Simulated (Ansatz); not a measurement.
The same silylene extrusion along the group F, Cl, Br.

Isolated molecules relaxed with PBE0-D4/def2-TZVP in Ansatz; ΔE leaves out vibrations. CCSD(T)/CBS adds triple-zeta CCSD(T) − MP2 to the extrapolated MP2 energy (def2 sets, frozen cores). Small cases extrapolate CCSD(T) itself. Functionals use def2-TZVPP. For Br outer-core shells are correlated without core-valence functions, which leaves a few kJ/mol of doubt a bond. Scalar relativity is left out up to krypton. One conformer a species, not always the lowest.

```csv
reaction,HF/CBS(def2) (kJ/mol),B2PLYP (kJ/mol),ωB97X-V (kJ/mol),CCSD(T)/CBS(def2) (kJ/mol)
`O[SiH2][SiH2]F` → `O[SiH]` + `F[SiH3]`,155,158,178,170
`O[SiH2][SiH2]Cl` → `O[SiH]` + `[SiH3]Cl`,159,166,186,177
`O[SiH2][SiH2]Br` → `O[SiH]` + `[SiH3]Br`,162,170,190,181
```

Largest T1 diagnostic: 0.016, for `O[SiH]`.

Extrapolated directly: `O[SiH2][SiH2]F` → `O[SiH]` + `F[SiH3]`.
